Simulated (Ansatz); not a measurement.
Stepwise reaction of `[Br][Al]([Br])[Br]` with ammonia, as a gas-phase model of exchange steps in deposition or etching. ΔE in kJ/mol; ΔG adds harmonic PBE0-D4 terms to CCSD(T)/CBS, at 1 bar.

Gas-phase electronic energies from Ansatz, PBE0-D4/def2-TZVP geometries. CCSD(T)/CBS adds triple-zeta CCSD(T) − MP2 to the extrapolated MP2 energy (def2 sets, frozen cores). This one scheme is used for every species. DFT in def2-TZVPP. B3LYP here is the variant with VWN-RPA as its local correlation; programs differ in this. For Br outer-core shells are correlated without core-valence functions, which leaves a few kJ/mol of doubt a bond. Scalar relativity is left out up to krypton. Each species was taken in one conformer, which may not be the lowest.

| step | reaction | PBE-D4 | B3LYP-D4 | ωB97M-V | CCSD(T)/CBS | ΔG(500 K) |
| --- | --- | --- | --- | --- | --- | --- |
| 1 | `[Br][Al]([Br])[Br]` + NH₃ → `[NH2][Al]([Br])[Br]` + HBr | 60.3 | 56.1 | 57.5 | 61.8 | 49.3 |
| 2 | `[NH2][Al]([Br])[Br]` + NH₃ → `[NH2][Al]([NH2])[Br]` + HBr | 75.3 | 71.3 | 73.3 | 76.3 | 65.4 |

Task: Give the row of step 3, `[NH2][Al]([NH2])[Br]` + NH₃ → `[NH2][Al]([NH2])[NH2]` + HBr. (Best estimate.)

Result: Ansatz gave: 
```
step                                                      reaction  PBE-D4  B3LYP-D4  ωB97M-V  CCSD(T)/CBS  ΔG(500 K)
   3  `[NH2][Al]([NH2])[Br]` + NH₃ → `[NH2][Al]([NH2])[NH2]` + HBr    90.4      87.3     90.3         90.4       82.2
```

Task: By hand: ΔE of the 3 steps together at CCSD(T)/CBS.

Result: (61.8) + (76.3) + (90.4) = 228.5 kJ/mol, or 76.2 kJ/mol a step.

In ΔE each step is higher than the one before. All are uphill at CCSD(T)/CBS. ΔG lies between 49.3 and 82.2 kJ/mol a step. PBE-D4 differs from CCSD(T)/CBS by -1.5 to 0.0 kJ/mol a step. Isolated molecules leave out the surface, adducts and barriers. Largest T1 diagnostic: 0.009.
